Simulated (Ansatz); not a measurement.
Relaxation of Cl2H2Zn (5 atoms, charge 0, multiplicity 1), to a largest force component of 0.03 eV/Å in at most 50 steps.

Method: RKS LDA/def2-SVP in Ansatz.

```xyz
5
Properties=species:S:1:pos:R:3
Zn -0.888 0.000 -0.570
Cl 0.080 0.000 2.724
Cl 0.613 0.000 -1.995
H -2.089 0.000 0.420
H -1.001 0.000 1.924
```

Question: Where does it end, and by what steps?

Answer: It converged. The force dipped under the threshold on the way, but the program's further checks kept it going. After 11 steps the energy has fallen by 0.154 eV; Cl2 moved furthest, 0.64 Å.

```
step  energy less start (eV)  largest force component (eV/Å)  accepted
   0                  0.0000                           0.644       yes
   1                 -0.0756                           0.238       yes
   2                 -0.1089                           0.348       yes
   3                 -0.1299                           0.469       yes
   4                 -0.1431                           0.344       yes
   5                 -0.1480                           0.187       yes
   6                 -0.1515                           0.075       yes
   7                 -0.1522                           0.011       yes
   8                 -0.1526                           0.045       yes
   9                 -0.1530                           0.100       yes
  10                 -0.1425                           0.889        no
  11                 -0.1538                           0.027       yes
```

```xyz
5
Properties=species:S:1:pos:R:3
Zn -0.883 0.000 -0.352
Cl 0.226 0.000 2.100
Cl 0.707 0.000 -1.698
H -2.249 0.000 0.338
H -1.086 0.000 2.115
```

Whether the end is a true minimum wasn't checked by a vibrational analysis.

Run time: 16 s on 1 thread of Arm Neoverse V1, on a shared host, peak memory 0.13 GiB.
